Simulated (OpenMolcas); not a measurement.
**Ho3+ in a ligand field**

Ho3+ with 8 ligands (fluoride) in square antiprismatic coordination (D4d) at 2.17 Å, a polar angle of 64.2° against the regular 57.3°. A charge of +0.625 e stands 2.4 Å behind each ligand. Ligand basis ANO-RCC-VDZP.

```yaml
Program: OpenMolcas 26.06
Method: CASSCF
Basis: ANO-RCC-VTZP [8s7p5d3f2g1h]
Scalar_Hamiltonian: DKH2, point nucleus
Active_space: 10 electrons in 7 orbitals (4f)
State_averaging: 2S+1 = 5 even, 35 roots (30 in the spin-orbit step); 2S+1 = 3 even, 101 roots kept (CI in the orbitals of an earlier block); 2S+1 = 1 even, 31 roots kept (CI in the orbitals of an earlier block)
Spin-orbit_coupling: RASSI with atomic mean-field integrals over the reference wave functions
```

The lowest spin-free states, above the lowest:

```csv
State,Degeneracy,E (cm-1),Free-ion L (%)
2S+1 = 5,2,0.0,I (100)
2S+1 = 5,2,76.4,I (100)
2S+1 = 5,1,248.7,I (100)
2S+1 = 5,1,250.4,I (100)
2S+1 = 5,2,274.2,I (100)
2S+1 = 5,1,369.8,I (100)
2S+1 = 5,2,577.9,I (100)
2S+1 = 5,2,695.9,I (100)
2S+1 = 5,2,17636,F (99)
2S+1 = 5,2,17933,F (100)
2S+1 = 5,1,18055,S (100)
2S+1 = 5,1,18360,F (100)
2S+1 = 5,2,18418,F (100)
2S+1 = 3,2,21432,K (100)
2S+1 = 3,1,21451,K (100)
2S+1 = 3,2,21453,K (100)
2S+1 = 3,1,21454,K (100)
2S+1 = 3,2,21464,K (100)
2S+1 = 3,2,21474,K (100)
2S+1 = 3,2,21499,K (100)
```

The lowest levels with spin-orbit coupling:

```json
{"E (cm-1)": "0.0", "Degeneracy": "1", "2S+1": "5", "J": "8.00", "|mJ| (%)": "4 (100)", "g": ""}
{"E (cm-1)": "0.6", "Degeneracy": "1", "2S+1": "5", "J": "8.00", "|mJ| (%)": "4 (100)", "g": ""}
{"E (cm-1)": "10.0", "Degeneracy": "2", "2S+1": "5", "J": "8.00", "|mJ| (%)": "3 (100)", "g": "0.00 0.00 7.41"}
{"E (cm-1)": "85.3", "Degeneracy": "2", "2S+1": "5", "J": "8.00", "|mJ| (%)": "2 (100)", "g": "0.00 0.00 4.89"}
{"E (cm-1)": "103.5", "Degeneracy": "2", "2S+1": "5", "J": "8.00", "|mJ| (%)": "5 (100)", "g": "0.00 0.00 12.50"}
{"E (cm-1)": "166.0", "Degeneracy": "2", "2S+1": "5", "J": "8.00", "|mJ| (%)": "1 (100)", "g": "0.00 0.00 2.42"}
{"E (cm-1)": "199.9", "Degeneracy": "1", "2S+1": "5", "J": "8.00", "|mJ| (%)": "0 (100)", "g": ""}
{"E (cm-1)": "321.8", "Degeneracy": "2", "2S+1": "5", "J": "8.00", "|mJ| (%)": "6 (100)", "g": "0.00 0.00 14.96"}
{"E (cm-1)": "453.1", "Degeneracy": "2", "2S+1": "5", "J": "8.00", "|mJ| (%)": "8 (100)", "g": "0.00 0.00 19.83"}
{"E (cm-1)": "536.6", "Degeneracy": "2", "2S+1": "5", "J": "8.00", "|mJ| (%)": "7 (100)", "g": "0.00 0.00 17.33"}
{"E (cm-1)": "5200", "Degeneracy": "2", "2S+1": "5", "J": "7.00", "|mJ| (%)": "2 (100)", "g": "0.00 0.00 4.67"}
{"E (cm-1)": "5202", "Degeneracy": "2", "2S+1": "5", "J": "7.00", "|mJ| (%)": "1 (100)", "g": "0.00 0.00 2.31"}
{"E (cm-1)": "5205", "Degeneracy": "1", "2S+1": "5", "J": "7.00", "|mJ| (%)": "0 (100)", "g": ""}
{"E (cm-1)": "5210", "Degeneracy": "2", "2S+1": "5", "J": "7.00", "|mJ| (%)": "3 (100)", "g": "0.00 0.00 7.08"}
{"E (cm-1)": "5249", "Degeneracy": "1", "2S+1": "5", "J": "7.00", "|mJ| (%)": "4 (100)", "g": ""}
{"E (cm-1)": "5250", "Degeneracy": "1", "2S+1": "5", "J": "7.00", "|mJ| (%)": "4 (100)", "g": ""}
{"E (cm-1)": "5337", "Degeneracy": "2", "2S+1": "5", "J": "7.00", "|mJ| (%)": "5 (100)", "g": "0.00 0.00 11.79"}
{"E (cm-1)": "5482", "Degeneracy": "2", "2S+1": "5", "J": "7.00", "|mJ| (%)": "6 (100)", "g": "0.00 0.00 13.97"}
{"E (cm-1)": "5596", "Degeneracy": "2", "2S+1": "5", "J": "7.00", "|mJ| (%)": "7 (100)", "g": "0.00 0.00 16.41"}
{"E (cm-1)": "8874", "Degeneracy": "1", "2S+1": "5", "J": "6.00", "|mJ| (%)": "0 (100)", "g": ""}
```

Electric-dipole absorption from the lowest level at this geometry, strongest bands:

| E (cm-1) | λ (nm) | f |
| --- | --- | --- |
| 20920 | 478 | 3.80e-06 |
| 24533 | 408 | 2.94e-06 |
| 24603 | 406 | 1.58e-06 |

Powder χT (cm3 K/mol): 4.84 at 2 K, 8.61 at 10 K, 11.8 at 50 K, 13 at 100 K, 13.5 at 200 K, 13.7 at 300 K. The effective moment at 300 K is 2.828 √(χT) = 10.47 μB.

Hund's rules give f10 the level 5I8 with g = 1.250, so an isolated free-ion multiplet has χT = g² J(J+1) / 8 = 14.062 cm3 K/mol. The computed 13.704 at 300 K differs by -3 %, through the field's splitting, the mixing of terms and any other multiplet in reach.

Stevens parameters of the J = 8 multiplet, which is 537 cm-1 wide (cm-1, z along the main axis): B20 = 2.359e+00, B40 = 2.880e-03, B60 = -7.033e-05.

Metal share of the active 4f orbitals (Löwdin): 100, 100, 100, 100, 100, 100, 100 %; Mulliken charge of the metal 2.32.

High states are left out of the spin-orbit mixing, which shifts the levels that they would mix with. Without dynamic correlation the ligand-field splitting of an f shell can come out too small, at times by half. The distance lies 7 % under the 2.33 Å that this model takes as the normal distance (a Shannon-type radius plus a fixed donor radius); by an R⁻⁵ law this alone changes a d-shell field by about +43 %. The first state left out of the spin-orbit step lies near 45000 cm-1 above the lowest spin-free state of the reference (among the parities and spins computed), and the lists stop at four fifths of that energy or lower. No measured value stands beside these numbers; the geometry is a model, was not optimised and need not be the one that this ion takes.

With an even number of electrons the g values are those of a degenerate or nearly degenerate non-Kramers pair.
